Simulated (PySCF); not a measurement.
C4H5FSi, SMILES C#C/C=C\[SiH2]F.

Geometry optimised at ωB97X-D3(BJ)/def2-SVP. The structure was generated by enumeration; whether it is a known compound was not checked. The values are those of a single conformer.

All values below come from TDA-PBE/def2-SVPD run with PySCF.

Vertical excitations. The molecule is in vacuum. State labels are in the subgroup Cs.

```tsv
state	symmetry	energy (eV)	λ (nm)	f	main pairs
S1	A"	4.74	262	0.000	HOMO−1→LUMO 100 %
S2	A'	5.29	234	0.212	HOMO→LUMO 74 %
S3	A"	5.64	220	0.001	HOMO→LUMO+1 88 %
S4	A'	5.73	217	0.029	HOMO−2→LUMO 92 %
S5	A"	5.73	216	0.002	HOMO−3→LUMO 87 %
S6	A"	6.28	198	0.004	HOMO→LUMO+2 99 %
S7	A'	6.73	184	0.135	HOMO−1→LUMO+1 60 %, HOMO−1→LUMO+2 28 %
S8	A"	6.74	184	0.003	HOMO→LUMO+3 100 %
S9	A'	7.09	175	0.080	HOMO−4→LUMO 41 %, HOMO−3→LUMO+1 37 %, HOMO→LUMO+5 11 %
S10	A"	7.15	173	0.005	HOMO−2→LUMO+1 98 %
T1	A'	3.28	378	0	HOMO→LUMO 98 %
T2	A"	4.48	277	0	HOMO−1→LUMO 97 %
T3	A'	5.16	240	0	HOMO−2→LUMO 81 %
T4	A"	5.22	237	0	HOMO−3→LUMO 92 %
```
Triplets are in the Tamm–Dancoff approximation.
